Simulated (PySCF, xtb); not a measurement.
H3NOSi, SMILES N[Si]O (connectivity only; charge and spin as stated), neutral, multiplicity 1. The values are those of a single conformer.

Harmonic wavenumbers (cm⁻¹) from GFN2-xTB run with xtb at its own minimum, in rising order: 279, 319, 378, 407, 703, 771, 866, 882, 1526, 3359, 3516, 3531.

Task: What does r2SCAN-D4/def2-TZVP (PySCF) give at its own minimum? (Estimate from the structure and the level; the computed values follow.)

Result: 318, 351, 464, 502, 690, 763, 840, 894, 1577, 3514, 3630, 3787. Paired by order, the mean absolute difference is 74 cm⁻¹ and the zero-point energies are 23.6 and 24.8 kcal/mol.
